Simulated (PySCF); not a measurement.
CH3BiCl2, SMILES [CH3][Bi]([Cl])[Cl].

Geometry: PBE-D3(BJ)/def2-SVP. The structure was generated by enumeration; whether it is a known compound was not checked. The def2 effective core potentials stand for the cores of Bi; spin–orbit coupling is left out.

Level of theory: PBE-D3(BJ)/def2-SVP in PySCF 2.14.0.

Frequencies are harmonic and unscaled.

Q: List the normal modes with their intensities. (Estimate from the structure and the level; the computed values follow.)

A: 
```tsv
mode	ν (cm⁻¹)	IR (km/mol)	moving atoms (share of kinetic energy)
1	33	0.1	H 98 %
2	94	2.1	Cl 87 %, Bi 10 %
3	121	0.0	C 48 %, H 25 %, Cl 23 %
4	130	2.6	C 38 %, Cl 30 %, H 19 %, Bi 14 %
5	316	48.1	Cl 83 %, Bi 17 %
6	324	19.9	Cl 87 %, Bi 13 %
7	455	18.1	C 75 %, H 18 %
8	706	6.9	H 85 %, C 15 %
9	710	8.6	H 84 %, C 16 %
10	1130	1.3	H 83 %, C 17 %
11	1362	6.6	H 95 %
12	1368	6.4	H 95 %
13	2987	1.8	H 98 %
14	3112	1.3	H 90 %, C 10 %
15	3127	0.8	H 90 %, C 10 %
```
